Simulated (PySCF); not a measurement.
# Sr: excitation energy

Sr [Kr] 5s2 (1S) → Sr [Kr] 4d1 5s1 (3D), as a difference of total energies. All numbers are calculated (PySCF 2.14, scalar relativity by spin-free X2C-1e, in aug-cc-pVQZ-X2C (9s8p6d3f2g, 102 functions)). Correlated levels: valence: [Kr] frozen. The calculations carry no spin-orbit coupling.

```csv
method,excitation energy (eV),error (eV)
UHF,1.858,-0.405
MP2 (valence),2.265,+0.002
SCS-MP2 (valence),2.441,+0.178
CCSD (valence),2.378,+0.115
```

Reference: 2.263 eV (measured; NIST levels, between the centres of gravity of the two terms).

Errors of the correlated levels include the incompleteness of this basis and the frozen core.

With two correlated electrons CCSD is exact in that space.
